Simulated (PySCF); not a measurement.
System: F2Zn, singlet: symmetric bend, bond length relaxed. Scanned: F-Zn-F angle. Other coordinates (Zn-F bond length) were minimised at PBE0/def2-TZVP.

Computed with PySCF with CCSD(T) on RHF/def2-TZVP, 7 core orbitals frozen.

Scanned values (°): 180, 170, 160, 150, 140, 130, 120, 110, 100, 90, 80.

Problem. Locate the minima and the barriers on this grid.

Solution. Lower than their neighbours: 180° (0.0 kcal/mol, end of the scan). Higher than their neighbours: 80° (58.3 kcal/mol, end of the scan). The whole profile spans 58.3 kcal/mol.
